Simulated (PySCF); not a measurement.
NMR data simulated for an unnamed compound:

1H NMR (400 MHz, computed): δ 7.21 (m, 3H), 6.96 (d, 3H), 4.69 (m, 1H), 4.03 (t, 3H), 1.78 (q, 2H).

13C{1H} NMR (computed): δ 155.2 (CH), 152.3 (CH), 57.9 (C), 54.4 (CH), 15.8 (CH2).

Method: σ from GIAO-PBE0/pcSseg-1, geometry: GFN2-xTB, in PySCF (single conformer, non-relativistic, rapidly exchanging positions averaged, gas phase).

Chemical shifts δ = σref − σ; 1H, 13C against TMS, all at this level.

Question: Which of these does the molecule contain: an NH or NH2 group, a CH3CH2 unit, a Si–CH3 group, a non-aromatic C=C double bond, a Si–H bond?

Answer: 
- An NH or NH2 group: no.
- A CH3CH2 unit: no.
- A Si–CH3 group: no.
- A non-aromatic C=C double bond: yes.
- A Si–H bond: yes (δH 4.03 (t)).

The data belong to `C1=CC2C=CC1(C[SiH3])C=C2`, C9H12Si; they needn't prove each group on their own.

Carbon signals by region: 2 in the sp2 and nitrile region (100–160 ppm), 2 at 50–100 ppm, 1 below 50 ppm.

Shifts are as computed. Against solution values, carbons near 30 ppm lie about +3 ppm off and those near 130 ppm about +5 ppm. Of 1211 compounds with measured shifts, 218 miss one by over three times the rms of a fit or turn the order of signals round; such compounds aren't used in these exercises. Multiplicities follow the n + 1 count of equivalent neighbours, as no J values were calculated; m marks all less simple cases, F and P coupling included.
